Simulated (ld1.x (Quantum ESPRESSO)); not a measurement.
# What the settings do to the ultrasoft potential of nitrogen

Base potential:

ld1.x (Quantum ESPRESSO) 7.5 input, shortened:

```
&input
   title='N', zed=7., rel=0, dft='PZ', iswitch=3,
   config='[He] 2s2 2p2.5'
 /
 &inputp
   pseudotype=3, tm=.true., lloc=-2, rcloc=1.15,
   nlcc=.false.
 /
4
2S  1  0   2.00   0.00  0.85  1.00  0.0
2S  1  0   0.00   0.55  0.85  1.00  0.0
2P  2  1   2.50   0.00  0.90  1.20  0.0
2P  2  1   0.00   4.05  0.90  1.20  0.0
 &test
   configts(1)='2s2 2p2.5'
 /
```

Cutoffs, loose and tight: the cutoffs (Ry, on a coarse ladder) from which the occupation-weighted sum of valence levels, in a spherical-Bessel basis at the reference potential, stays within 10 and 1 mRy of its value at 400 Ry. They do not see the model core or the augmentation charge, which bear on the density cutoff. Test errors are all-electron minus pseudo excitation energies from the reference, over the configurations 2s2 2p3; 2s2 2p2; 2s2 2p1; 2s1 2p3; 2s0 2p5; 2s2 2p3.3; 2s1 2p0 (two spin-polarised tests are not counted in the largest error). A dash means not determined; rows that change the core or the reference have their own tests.

Cutoffs are not given where the Bessel-basis levels miss the radial ones by over 6 mRy, ghosts where they miss by over 20 mRy; a channel whose overlap is not positive is not tested.

| change | outcome | cutoff, loose | cutoff, tight | bound ghosts | largest test error (meV) |
| --- | --- | --- | --- | --- | --- |
| base | generated | 45 Ry | 60 Ry | none | +606 |
| augmentation PSQ, inside the norm-conserving radii | failed: chargeps: negative rho | – | – | – | – |
| all radii scaled by about 1.15 (s 1.16, p 1.38 bohr, rcut 0.98/1.04); local potential all-electron potential smoothed inside 1.32 bohr (lloc = -2) | generated | – | – | not determined | +652 |
| local potential all-electron potential smoothed inside 0.85 bohr (lloc = -2) | generated | 45 Ry | 60 Ry | none | +606 |
| wave 2s channel at 0.55 Ry: rcut 0.85, rcutus 1.00 bohr becomes 2s channel at -1.58 Ry: rcut 0.85, rcutus 1.00 bohr | generated | 45 Ry | 60 Ry | none | +605 |
| waves 2s (bound): rcut 0.84, rcutus 0.90 bohr; 2s channel at 0.55 Ry: rcut 0.84, rcutus 0.90 bohr | generated | 45 Ry | 60 Ry | none | +605 |
| waves 2p (bound): rcut 0.90, rcutus 1.60 bohr; 2p channel at 4.05 Ry: rcut 0.90, rcutus 1.60 bohr | generated | 25 Ry | 40 Ry | none | +606 |
| local potential all-electron potential smoothed inside 0.92 bohr (lloc = -2) | generated | 45 Ry | 60 Ry | none | +606 |
| core correction a·sin(br)/r model core inside 0.66 bohr | generated | 45 Ry | 60 Ry | none | +336 |

**Question.** What comes out with this change to the base: functional PBE?

**Answer.** outcome: generated; cutoff, loose: 45 Ry; cutoff, tight: 60 Ry; bound ghosts: none; largest test error (meV): +533.

**Question.** What comes out with this change to the base: type TM; waves now 2s (bound): rc 1.00 bohr; 2p (bound): rc 1.20 bohr; local potential all-electron potential smoothed inside 0.95 bohr (lloc = -1)?

**Answer.** outcome: generated; cutoff, loose: 80 Ry; cutoff, tight: 140 Ry; bound ghosts: none; largest test error (meV): +799.
